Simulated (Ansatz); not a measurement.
Pb3O4⁺ (the lowest doublet isomer of a short search) was relaxed with PBE0-D4 (def2-SVP) in Ansatz in these states: charge +1 doublet, charge +1 quartet. The geometries follow in no particular order.

In the def2 sets Pb takes a core potential; there is no spin–orbit coupling.

A:

```tsv
atom	x (Å)	y (Å)	z (Å)
Pb1	2.206	1.340	0.310
Pb2	0.211	-0.613	-1.638
Pb3	-1.790	1.227	1.107
O4	2.185	-0.309	-0.920
O5	-0.054	1.136	-0.065
O6	-1.825	-1.083	0.945
O7	-0.935	-1.697	0.260
```

B:

Cartesian coordinates in Å:
```
Pb 1.197 1.444 1.532
Pb -1.651 1.065 -0.209
Pb -0.132 -2.384 1.283
O -0.204 2.468 0.362
O -0.221 -0.214 0.979
O 0.814 -1.637 -1.737
O 0.195 -0.742 -2.211
```

Judge from the bond lengths which geometry belongs to which state (an estimate).

A is the charge +1 doublet (Pb3–O6 2.316 Å, Pb2–O7 2.469 Å, Pb2–O5 2.367 Å); B is the charge +1 quartet (Pb3–O6 3.251 Å, Pb2–O7 3.268 Å, Pb2–O5 2.257 Å).

At PBE0-D4/def2-TZVP a doublet lies 1.21 eV below the charge +1 quartet. These are the stationary points nearest to one start from a short search; other shapes may lie lower in each state. The charge +1 quartet has come apart into loosely held pieces.
